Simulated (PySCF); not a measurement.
# Worked example: oscillator strength and radiative lifetime

WClH5, SMILES [Cl][WH5], multiplicity 1.

Geometry: B3LYP-D3(BJ)/def2-TZVP. A frequency run showed that this geometry is not a minimum. The spin state was assumed, not searched. The def2 effective core potentials stand for the cores of W; spin–orbit coupling is left out.

TDDFT-ωB97X/def2-SVPD (PySCF) puts the first singlet state with f over 0.02 at 3.79 eV (vertical), with the transition dipole (0.654, -0.213, 0.000) in atomic units.

### Question
Find the oscillator strength, the wavelength and the radiative lifetime that this transition would have in vacuum if emission retraced absorption.

### Answer

|μ|² = 0.4731 au, so |μ| = 1.75 D. ΔE = 3.79/27.211 = 0.1393 hartree. f = (2/3) ΔE |μ|² = 0.044 (the program prints 0.044).
λ = 1239.84/3.79 = 327 nm; ν = 30568 cm⁻¹.
Einstein's coefficient A = 0.6670 ν² f s⁻¹ (ν in cm⁻¹) = 2.7e7 s⁻¹, so τ = 1/A = 37 ns. This state is S4; the lower singlets have f = 0.002, 0.000, 0.003. The figure is the radiative limit of this one transition; relaxation, internal conversion, crossing to triplets and a medium change what is measured.
